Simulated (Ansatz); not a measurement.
A first, cheap relaxation of C$_{8}$H$_{16}$ (`C[C@@H]1CCCC[C@H]1C`).

```yaml
crystal:
  periodic: [false, false, false]
  atoms:
    - {symbol: C, position_ang: [1.037980, -1.341540, -1.447020]}
    - {symbol: C, position_ang: [0.987100, -0.600150, -0.110900]}
    - {symbol: C, position_ang: [-0.001490, -1.258890, 0.857570]}
    - {symbol: C, position_ang: [-1.454970, -1.029560, 0.456480]}
    - {symbol: C, position_ang: [-1.745370, 0.463020, 0.352710]}
    - {symbol: C, position_ang: [-0.803830, 1.116760, -0.653300]}
    - {symbol: C, position_ang: [0.673230, 0.893800, -0.308820]}
    - {symbol: C, position_ang: [1.093650, 1.718560, 0.907910]}
    - {symbol: H, position_ang: [0.087080, -1.290630, -1.969100]}
    - {symbol: H, position_ang: [1.801450, -0.908690, -2.090300]}
    - {symbol: H, position_ang: [1.282550, -2.389660, -1.286620]}
    - {symbol: H, position_ang: [1.986940, -0.673590, 0.335330]}
    - {symbol: H, position_ang: [0.155110, -0.853660, 1.859550]}
    - {symbol: H, position_ang: [0.204190, -2.330960, 0.904590]}
    - {symbol: H, position_ang: [-1.656510, -1.507750, -0.503590]}
    - {symbol: H, position_ang: [-2.114340, -1.488100, 1.197220]}
    - {symbol: H, position_ang: [-1.623780, 0.927030, 1.333050]}
    - {symbol: H, position_ang: [-2.780150, 0.621480, 0.039760]}
    - {symbol: H, position_ang: [-1.001470, 2.190210, -0.700830]}
    - {symbol: H, position_ang: [-1.006400, 0.704600, -1.644040]}
    - {symbol: H, position_ang: [1.269110, 1.248650, -1.159150]}
    - {symbol: H, position_ang: [0.559820, 1.412610, 1.802670]}
    - {symbol: H, position_ang: [0.890300, 2.773150, 0.734090]}
    - {symbol: H, position_ang: [2.159800, 1.603300, 1.092760]}
basis:
  gaussian: {orbitals: def2-SVP}
hamiltonian: {xc: pbe, dispersion: d4}
relax: {f_tol: 0.03, max_steps: 200}
```

```sh
$ ansatz run in.yaml --threads 4 --pin off --events-out ev --progress --plain --max-ram 66560MiB --backend cuda --devices 0, --max-vram 37GiB
```

Shortened log:

```
Functional definition: PBE
mean field -8539.41529715 eV, -313.8177239466 hartree, gradient 4.1e-5 eV, S^2 0.000000; 0 other end points of the search recorded, 0 dependent functions left out
relax step   1: F+E_penalty+E_count = -8540.05167279 eV  Δ(F+E_penalty+E_count) = +0.000e0 eV  max|allowed force component| = 7.181e-1 eV/Å  Δτ_max = 0.0000 Å  (30 SCF iters, accepted)
mean field -8539.54856253 eV, -313.8226213590 hartree, gradient 2.6e-5 eV, S^2 0.000000; 0 other end points of the search recorded, 0 dependent functions left out
relax step   2: F+E_penalty+E_count = -8540.17772219 eV  Δ(F+E_penalty+E_count) = -1.260e-1 eV  max|allowed force component| = 2.296e-1 eV/Å  Δτ_max = 0.0457 Å  (31 SCF iters, accepted)
mean field -8539.56218925 eV, -313.8231221319 hartree, gradient 2.6e-5 eV, S^2 0.000000; 0 other end points of the search recorded, 0 dependent functions left out
relax step   3: F+E_penalty+E_count = -8540.19019753 eV  Δ(F+E_penalty+E_count) = -1.248e-2 eV  max|allowed force component| = 4.180e-2 eV/Å  Δτ_max = 0.0278 Å  (31 SCF iters, accepted)
mean field -8539.56227111 eV, -313.8231251400 hartree, gradient 2.6e-5 eV, S^2 0.000000; 0 other end points of the search recorded, 0 dependent functions left out
relax step   4: F+E_penalty+E_count = -8540.19037628 eV  Δ(F+E_penalty+E_count) = -1.788e-4 eV  max|allowed force component| = 4.271e-3 eV/Å  Δτ_max = 0.0069 Å  (31 SCF iters, accepted)
mean field -8539.56227111 eV, -313.8231251400 hartree, gradient 2.6e-5 eV, S^2 0.000000; 1 other end points of the search recorded, 0 dependent functions left out
Total energy: -8540.19041477 eV, -313.8462089940 hartree
Atom 0 at     1.041059    -1.348043    -1.468391 Å, force     0.000908    -0.001226    -0.002228 eV/Å
Atom 1 at     0.994059    -0.608528    -0.123860 Å, force     0.001934     0.001589     0.003569 eV/Å
Atom 2 at     0.005735    -1.267240     0.864422 Å, force     0.000719    -0.003336     0.002352 eV/Å
Atom 3 at    -1.463374    -1.033458     0.484203 Å, force    -0.002758    -0.004271    -0.001432 eV/Å
Atom 4 at    -1.766109     0.463038     0.332204 Å, force    -0.002987     0.003361     0.002758 eV/Å
Atom 5 at    -0.803049     1.126475    -0.662726 Å, force    -0.001413     0.003219    -0.002149 eV/Å
Atom 6 at     0.682393     0.904502    -0.299920 Å, force     0.000465    -0.001002    -0.004198 eV/Å
Atom 7 at     1.103622     1.726802     0.926147 Å, force     0.001324     0.001433     0.001502 eV/Å
Atom 8 at     0.068423    -1.322739    -2.000610 Å, force    -0.000807    -0.000607    -0.000130 eV/Å
Atom 9 at     1.796267    -0.897358    -2.144755 Å, force    -0.000212    -0.000787    -0.000769 eV/Å
Atom 10 at     1.309576    -2.415368    -1.327230 Å, force     0.000313     0.001857    -0.000980 eV/Å
Atom 11 at     2.011484    -0.684056     0.321977 Å, force    -0.000136     0.000383     0.000179 eV/Å
Atom 12 at     0.180487    -0.858566     1.883846 Å, force     0.000357     0.000233    -0.000253 eV/Å
Atom 13 at     0.220190    -2.355457     0.933883 Å, force    -0.000951     0.001379    -0.000395 eV/Å
Atom 14 at    -1.693251    -1.553054    -0.472728 Å, force     0.000359     0.000104     0.000160 eV/Å
Atom 15 at    -2.130899    -1.490588     1.245020 Å, force     0.001062     0.001545     0.001130 eV/Å
Atom 16 at    -1.681990     0.956860     1.325991 Å, force     0.000262    -0.000013    -0.000314 eV/Å
Atom 17 at    -2.816370     0.616784     0.005538 Å, force     0.000802    -0.001254    -0.001590 eV/Å
Atom 18 at    -1.008841     2.216237    -0.734135 Å, force    -0.000148    -0.001551     0.000673 eV/Å
Atom 19 at    -0.997556     0.714573    -1.677257 Å, force     0.000495    -0.000150     0.000076 eV/Å
Atom 20 at     1.292861     1.267432    -1.157383 Å, force    -0.000019    -0.000463    -0.000070 eV/Å
Atom 21 at     0.553130     1.433503     1.843131 Å, force    -0.000651     0.000350     0.000700 eV/Å
Atom 22 at     0.917052     2.808508     0.763945 Å, force     0.001160    -0.001532     0.000747 eV/Å
Atom 23 at     2.185102     1.599730     1.138710 Å, force    -0.000078     0.000739     0.000662 eV/Å
Dipole moment:     0.006092     0.001094    -0.001557 e Å
```

Run time 15 s (4 threads of an AMD EPYC 7R13 on a shared host and a share of an NVIDIA H100 80 GB); peak host memory 1.1 GiB.
